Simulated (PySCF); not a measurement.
PySCF 2.14 output of a UHF calculation on a single atom or ion in aug-cc-pVDZ-PP with ECP60MDF, with a scalar-relativistic core potential:

```
SCF conv_tol = 1e-09
number electrons alpha = 8  beta = 5
cycle= 1 E= -66.3665236249542  delta_E= -0.00442  |g|= 0.0179  |ddm|= 0.0501
cycle= 2 E= -66.3666344902211  delta_E= -0.000111  |g|= 0.00294  |ddm|= 0.00817
cycle= 3 E= -66.3666377941739  delta_E= -3.3e-06  |g|= 0.000148  |ddm|= 0.00368
cycle= 4 E= -66.3666378237781  delta_E= -2.96e-08  |g|= 3.76e-05  |ddm|= 0.000451
cycle= 5 E= -66.366637825493  delta_E= -1.71e-09  |g|= 4.48e-06  |ddm|= 0.000239
cycle= 6 E= -66.3666378255175  delta_E= -2.45e-11  |g|= 3.14e-07  |ddm|= 1.83e-05
converged SCF energy = -66.3666378255175  <S^2> = 3.7602147  2S+1 = 4.0051041
```

The run itself started from symmetry-adapted Hartree-Fock orbitals and held the occupation by maximum overlap, so the iterations belong to that start.

Problem. Which element, charge and spin multiplicity is this?

Solution. W⁺ (tungsten, charge +1), multiplicity 4; the state was [Xe] 4f14 5d3 6s2, high-spin 4F determinant (an excited configuration).

Energies and moments cover only the electrons outside the core potential. Spin-orbit coupling, absent here, splits the open shell strongly.
